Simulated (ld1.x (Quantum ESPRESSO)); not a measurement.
# Wu–Cohen ultrasoft dataset for nitrogen (N), scalar-relativistic all-electron reference.

nitrogen (N), ultrasoft, made with ld1.x (Quantum ESPRESSO) 7.5 (Wu–Cohen, scalar-relativistic). Core [He], reference 2s2 2p1 (charge +2). Waves: 2s (bound): rcut 0.85, rcutus 1.10 bohr; 2s channel at -2.95 Ry: rcut 0.85, rcutus 1.10 bohr; 2p (bound): rcut 1.15, rcutus 1.40 bohr; 2p channel at -2.4 Ry: rcut 1.15, rcutus 1.40 bohr. Local part: all-electron potential smoothed inside 1.35 bohr (lloc = -1). Core correction: a·sin(br)/r model core inside 0.70 bohr. Augmentation charge: PSQ, radius 0.85 bohr.

All-electron outer shells of the reference configuration (Wu–Cohen, scalar-relativistic, ld1.x):

```
shell  level (eV)  outermost node (bohr)  outermost maximum (bohr)
   2s      -49.05                   0.32                      0.96
   2p      -37.46                      –                      0.86
```

What the tests gave:

* Cutoffs needed: 30 Ry and 45 Ry (the cutoffs (Ry, on a coarse ladder) from which the occupation-weighted sum of valence levels, in a spherical-Bessel basis at the reference potential, stays within 10 and 1 mRy of its value at 400 Ry)
* Ghost test: no extra level below or beside the all-electron valence levels (s, p, d, f tested) (spherical-Bessel basis up to 400 Ry, 20 bohr box)
* Largest excitation error: +26 meV (all-electron minus pseudo) for 2s2 2p0, out of 7 test configurations
* Lowest eigenvalue of the overlap operator: 0.55 (s channel)
* Density cutoff estimated by the generator: 352 Ry

Generation and tests took about 1.1 s on one core of a shared server CPU.
